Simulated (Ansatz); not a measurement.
Reaction (hydrogenolysis of a B–F bond): `CC1CB1F` + H₂ → `CC1BC1` + H–F

Gas-phase electronic energies from Ansatz, PBE0-D4/def2-TZVP geometries. CCSD(T)/CBS is the MP2 limit (def2-TZVPP, def2-QZVPP) plus CCSD(T) − MP2 in def2-TZVPP, frozen cores. This one scheme is used for every species. Functionals use def2-TZVPP. B3LYP here is the variant with VWN-RPA as its local correlation; programs differ in this.

```tsv
level	ΔE (kcal/mol)	difference from CCSD(T)/CBS
PBE-D4	26.1	2.1
r2SCAN-D4	26.9	2.9
PBE0-D4	24.6	0.6
B3LYP-D4	26.3	2.3
ωB97X-V	25.3	1.3
ωB97M-V	25.8	1.8
B2PLYP	25.8	1.8
PBE	25.9	1.9
r2SCAN	26.8	2.8
PBE0	24.4	0.4
B3LYP	26.0	2.0
HF/def2-TZVPP	23.6	-0.4
MP2/def2-TZVPP	24.9	0.9
SCS-MP2/def2-TZVPP	24.8	0.8
CCSD/def2-TZVPP	24.1	0.1
CCSD(T)/def2-TZVPP	24.9	0.9
HF/def2-QZVPP	23.6	-0.4
MP2/def2-QZVPP	24.4	0.4
SCS-MP2/def2-QZVPP	24.3	0.3
HF/CBS(def2)	23.6	-0.4
MP2/CBS(def2)	24.0	0.0
CCSD/CBS(def2)	23.2	-0.8
CCSD(T)/CBS	24.0	0
```

Largest T1 diagnostic among the species: 0.011.

In def2-TZVPP, CCSD(T) changes the Hartree–Fock value by +1.3 kcal/mol (the triples alone add +0.7 kcal/mol) and MP2 by +1.3 kcal/mol. From PBE to PBE0 (25 % exact exchange), in def2-TZVPP and without D4, ΔE moves by −1.5 kcal/mol.
